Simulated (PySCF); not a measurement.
Al(CF3)(F)(OH) (CHAlF₄O), SMILES [OH][Al]([F])[C](F)(F)F.

Geometry optimised at PBE0-D3(BJ)/def2-SVP. The values are those of a single conformer.

Calculation: TDA-PBE/def2-SVPD run with PySCF.

Vertical excitations. Isolated molecule, no solvent.

Computed excitation energies, oscillator strengths and character:
| state | energy (eV) | λ (nm) | f | main pairs |
|---|---|---|---|---|
| S1 | 6.47 | 192 | 0.098 | HOMO→LUMO 92 % |
| S2 | 6.57 | 189 | 0.001 | HOMO→LUMO+1 59 %, HOMO−1→LUMO 39 % |
| S3 | 6.73 | 184 | 0.081 | HOMO−1→LUMO 59 %, HOMO→LUMO+1 34 % |
| S4 | 6.89 | 180 | 0.042 | HOMO−2→LUMO 76 %, HOMO−1→LUMO+1 21 % |
| S5 | 7.10 | 175 | 0.023 | HOMO−2→LUMO+1 94 % |
| S6 | 7.47 | 166 | 0.097 | HOMO−1→LUMO+1 69 %, HOMO−2→LUMO 20 % |
| S7 | 7.79 | 159 | 0.000 | HOMO−3→LUMO 100 % |
| S8 | 7.90 | 157 | 0.055 | HOMO→LUMO+2 88 % |
| S9 | 8.13 | 153 | 0.003 | HOMO−3→LUMO+1 85 % |
| S10 | 8.16 | 152 | 0.012 | HOMO−4→LUMO 88 % |
| T1 | 5.75 | 216 | 0 | HOMO→LUMO 98 % |
| T2 | 5.86 | 211 | 0 | HOMO→LUMO+1 98 % |
| T3 | 6.30 | 197 | 0 | HOMO−1→LUMO 96 % |
| T4 | 6.43 | 193 | 0 | HOMO−1→LUMO+1 79 %, HOMO−2→LUMO 19 % |
Triplets are in the Tamm–Dancoff approximation.
